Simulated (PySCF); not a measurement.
Mo(NMe2)F5, C2H6F5MoN (singlet state).
Geometry (PBE0-D3(BJ)/def2-SVP, Å), atoms numbered from 1 in this order:
```xyz
15
C2H6F5MoN angstrom
Mo    -0.0022    0.0060   -1.5202
N     -0.0065   -0.0033    0.3949
C      0.8213    0.8810    1.1800
C     -0.8277   -0.9033    1.1678
H      0.1892    1.4836    1.8549
H      1.3989    1.5551    0.5374
H      1.5201    0.2889    1.7966
H     -1.4413   -1.5352    0.5158
H     -0.1872   -1.5498    1.7928
H     -1.4912   -0.3255    1.8345
F     -0.0048    0.0064   -3.3772
F      1.8399    0.0619   -1.5391
F     -1.8444   -0.0534   -1.5425
F      0.0237    1.8469   -1.5204
F     -0.0205   -1.8353   -1.5314
```

Theory: PBE0-D3(BJ)/def2-SVP geometry optimisation, gas phase, def2 core potentials past Kr in PySCF.

Take the most abundant isotopes and a rigid rotor. 

Question: Give the principal moments of inertia and the rotational constants in MHz.

Answer: Ia = 311.66, Ib = 448.75, Ic = 507.20 u·Å²; 505379 MHz·u·Å²/I gives A = 1622, B = 1126, C = 996.4 MHz.

Question: What kind of rotor is it?

Answer: An asymmetric top; Ray's κ = -0.585.

Question: What does the inertial defect say?

Answer: Not planar: Δ = Ic − Ia − Ib = -253.20 u·Å². For a rigid frame Δ = −2 Σ m c², so Σ m c² = 126.60 u·Å² lies off the ab plane: 3.23 from hydrogen and 123.37 from heavier atoms. The atom farthest from that plane is 1.30 Å away.

Question: Give the other two planar moments, Paa and Pbb, and the rms extents of the mass along the axes.

Answer: Paa = Σ m a² = (Ib + Ic − Ia)/2 = 322.15 and Pbb = Σ m b² = (Ia + Ic − Ib)/2 = 185.05 u·Å². With the mass M = 236.95 u, the rms extents √(P/M) along a, b and c are 1.17, 0.88, 0.73 Å.

Question: Where do the levels up to J = 5 lie, in K?

Answer: Above 0(0,0), as E/k:
J = 1: 1(0,1) 0.102, 1(1,1) 0.126, 1(1,0) 0.132
J = 2: 2(0,2) 0.305, 2(1,2) 0.323, 2(1,1) 0.342, 2(2,1) 0.413, 2(2,0) 0.414
J = 3: 3(0,3) 0.606, 3(1,3) 0.619, 3(1,2) 0.656, 3(2,2) 0.719, 3(2,1) 0.724, 3(3,1) 0.854, 3(3,0) 0.854
J = 4: 4(0,4) 1.004, 4(1,4) 1.012, 4(1,3) 1.073, 4(2,3) 1.125, 4(2,2) 1.140, 4(3,2) 1.263, 4(3,1) 1.264, 4(4,1) 1.450, 4(4,0) 1.450
J = 5: 5(0,5) 1.498, 5(1,5) 1.502, 5(1,4) 1.592, 5(2,4) 1.632, 5(2,3) 1.662, 5(3,3) 1.775, 5(3,2) 1.778, 5(4,2) 1.961, 5(4,1) 1.962, 5(5,1) 2.201, 5(5,0) 2.201

Question: Which lines would a microwave search look for?

Answer: The dipole components are |μa| = 6.13 D, |μb| = 0.01 D, |μc| = 0.01 D. Intensities carry the squares of the components, which stand as 1.00 : 0.00 : 0.00 (a : b : c). Some lines, for components of 0.1 D or more:

```tsv
type	branch	J(Ka,Kc)	MHz	lower level (cm⁻¹)
a	Q	2(1,1) ← 2(1,2)	389	0.225
a	Q	3(1,2) ← 3(1,3)	776	0.430
a	Q	4(1,3) ← 4(1,4)	1281	0.703
a	Q	5(1,4) ← 5(1,5)	1882	1.044
a	R	1(0,1) ← 0(0,0)	2123	0.000
a	R	2(1,2) ← 1(1,1)	4115	0.087
a	R	2(0,2) ← 1(0,1)	4223	0.071
a	R	2(1,1) ← 1(1,0)	4375	0.092
a	R	3(1,3) ← 2(1,2)	6160	0.225
a	R	3(0,3) ← 2(0,2)	6283	0.212
a	R	3(2,2) ← 2(2,1)	6368	0.287
a	R	3(2,1) ← 2(2,0)	6453	0.288
a	R	3(1,2) ← 2(1,1)	6547	0.238
a	R	4(1,4) ← 3(1,3)	8193	0.430
a	R	4(2,3) ← 3(2,2)	8473	0.500
a	R	4(3,2) ← 3(3,1)	8529	0.593
a	R	4(3,1) ← 3(3,0)	8543	0.594
a	R	4(2,2) ← 3(2,1)	8665	0.503
a	R	4(1,3) ← 3(1,2)	8697	0.456
a	R	5(1,5) ← 4(1,4)	10213	0.703
a	R	5(2,4) ← 4(2,3)	10564	0.782
a	R	5(4,2) ← 4(4,1)	10662	1.008
a	R	5(4,1) ← 4(4,0)	10664	1.008
a	R	5(3,3) ← 4(3,2)	10668	0.878
a	R	5(3,2) ← 4(3,1)	10716	0.878
a	R	5(1,4) ← 4(1,3)	10814	0.746
a	R	5(2,3) ← 4(2,2)	10889	0.792
```

No PBE0-D3(BJ)/def2-SVP frequencies stand behind this structure, so it isn't proved a minimum. Zero-point vibration and centrifugal distortion are left out. A rigid rotor knows nothing of internal rotation, which can split or shift real lines. Quadrupole hyperfine structure (14N) is left out.
